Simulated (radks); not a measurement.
Task: These are the eigenvalues of the occupied orbitals of an atom or ion with whole-number occupations (hartree). Method: Dirac Kohn-Sham, BLYP, spin-unpolarised, spherical densities, finite nucleus; Fermi nuclear charge, rms radius of each element as measured or else 0.836 A^(1/3) + 0.57 fm; computed with a radial shooting solver on a logarithmic mesh with Libxc functionals.

| orbital | eigenvalue |
|---|---|
| 1s1/2 | -308.8837 |
| 2s1/2 | -43.15873 |
| 2p1/2 | -38.56954 |
| 2p3/2 | -37.92522 |
| 3s1/2 | -10.36073 |
| 3p1/2 | -8.91673 |
| 3p3/2 | -8.81624 |
| 3d3/2 | -6.45148 |

Which element is it, and in what charge state? The configuration may be excited.

Result: Z = 28, nickel, charge +8: Ni8+ in [Ne] 3s2 3p(1/2: 2, 3/2: 3) 3d(3/2: 3, 5/2: 0). The list shows which subshells hold electrons but not how many an open one holds; the 1s level, -308.88 hartree, gives Z - s = 24.9 by -(Z - s)^2/2, which with screening and relativity narrows Z to a few neighbours, and the depths of the outer levels then fix element, charge and occupations together.
